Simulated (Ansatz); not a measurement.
Reaction (redistribution): `OCB(F)[SiH2]Cl` + `[SiH3]/C=C/Br` → `OCB(F)Br` + `[SiH3]/C=C\[SiH2]Cl`

Isolated molecules relaxed with PBE0-D4/def2-TZVP in Ansatz; ΔE leaves out vibrations. CCSD(T)/CBS is the MP2 limit (def2-TZVPP, def2-QZVPP) plus CCSD(T) − MP2 in def2-TZVPP, frozen cores. Double bonds are as drawn, so ΔE can hold a change between cis and trans. Functionals use def2-TZVPP. B3LYP here is the variant with VWN-RPA as its local correlation; programs differ in this. For Br outer-core shells are correlated without core-valence functions, which leaves a few kJ/mol of doubt a bond. Scalar relativity is left out up to krypton. One conformer a species, not always the lowest.

```tsv
level	ΔE (eV)
r2SCAN-D4	-1.53
B3LYP-D4	-1.50
r2SCAN	-1.53
B3LYP	-1.43
SCS-MP2/def2-TZVPP	-1.55
CCSD(T)/def2-TZVPP	-1.54
HF/def2-QZVPP	-1.57
MP2/def2-QZVPP	-1.64
```

(1) What does CCSD(T)/CBS give? (An estimate is asked.)

Largest T1 diagnostic among the species: 0.012.

Answers

(1) The calculation gave: -1.58 eV. The listed levels differ from it by 0.05, 0.08, 0.05, 0.15, 0.03, 0.04, 0.01, -0.06 eV.

The D4 term adds −0.06 eV with B3LYP and −0.03 eV with PBE0; it sums over pairs of atoms, weighted by their polarisabilities, and B3LYP, whose exchange is more repulsive, gets the larger term. From PBE to PBE0 (25 % exact exchange), in def2-TZVPP and without D4, ΔE moves by −0.08 eV.
